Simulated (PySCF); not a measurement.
## Cu: ionisation energy

Cu [Ar] 3d10 4s1 (2S) → Cu+ [Ar] 3d10 (1S), as a difference of total energies. Computed with PySCF 2.14 in jorge-DZP-DKH (8s6p2d1f, 43 functions), with scalar relativity by spin-free X2C-1e. Correlated levels: valence: [Ar] frozen. The calculations carry no spin-orbit coupling.

```
           method  ionisation energy (eV)  error (eV)
              UHF                   6.446      -1.280
             BP86                   7.940      +0.214
              LDA                   8.060      +0.334
    MP2 (valence)                   6.947      -0.779
SCS-MP2 (valence)                   6.877      -0.849
   CCSD (valence)                   6.920      -0.806
CCSD(T) (valence)                   6.957      -0.769
```

Reference: 7.726 eV (measured; NIST Atomic Spectra Database, ionization energies).

Errors of the correlated levels include the incompleteness of this basis and the frozen core.
